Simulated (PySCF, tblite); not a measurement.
Isomers of C3H13Si3 (doublet state). Level: GFN2-xTB in tblite, geometry and Hessian alike; calculated harmonic values, unscaled, isolated species. The method is semi-empirical: single wavenumbers can be off by several per cent or more. Modes of hydrogen on silicon can be 10 to 20 % off. One conformer each. Open shells enter through the occupations alone, without spin polarisation, and single modes of such species can be off by tens of per cent.

Electronic energies: B3LYP/pcH-1 single points on the GFN2-xTB geometries (PySCF, gas phase).

```csv
SMILES,"electronic energy, lowest = 0 (kJ/mol)"
C[CH][SiH2]C([SiH3])[SiH3],27.7
[SiH3][CH]C[SiH2]C[SiH3],31.6
CC[SiH2][C@@H]([SiH2])[SiH3],0.0
```

Question: How do GFN2-xTB zero-point energies change the relative energies?

Answer: 
| SMILES | ZPE (kJ/mol) | of it from modes above 1550 cm⁻¹ | electronic (kJ/mol) | with ZPE, lowest = 0 (kJ/mol) | lowest mode (cm⁻¹) | rings |
| --- | --- | --- | --- | --- | --- | --- |
| CC[SiH2][C@@H]([SiH2])[SiH3] | 360.0 | 200.4 | 0.0 | 0.0 | 45 | 0 |
| C[CH][SiH2]C([SiH3])[SiH3] | 345.4 | 194.9 | 27.7 | 13.1 | 30 | 0 |
| [SiH3][CH]C[SiH2]C[SiH3] | 347.2 | 195.2 | 31.6 | 18.8 | 49 | 0 |

The zero-point energies span 14.6 kJ/mol, from `C[CH][SiH2]C([SiH3])[SiH3]` to `CC[SiH2][C@@H]([SiH2])[SiH3]`. The order is unchanged.

Question: And how do the electronic energies of GFN2-xTB itself compare?

Answer: `CC[SiH2][C@@H]([SiH2])[SiH3]` 0.0; `C[CH][SiH2]C([SiH3])[SiH3]` 32.8; `[SiH3][CH]C[SiH2]C[SiH3]` 9.2 kJ/mol, lowest = 0. Against the energies above, taken from the same isomer `CC[SiH2][C@@H]([SiH2])[SiH3]`, the largest difference is 22.4 kJ/mol.

Question: What do entropy and thermal enthalpy add at 298.15 K and 1 bar (rigid rotor, harmonic oscillator, one conformer each)?

Answer: 
```
                      SMILES  point group  symmetry number  S (J/(mol K))  H − H(0) (kJ/mol)  ZPE + H − H(0) − TS (kJ/mol)
CC[SiH2][C@@H]([SiH2])[SiH3]           C1                1          453.2              33.65                         258.5
  C[CH][SiH2]C([SiH3])[SiH3]           C1                1          464.3              34.74                         241.7
    [SiH3][CH]C[SiH2]C[SiH3]           C1                1          450.1              33.40                         246.4
```

S holds R ln(2S + 1) for the spin.
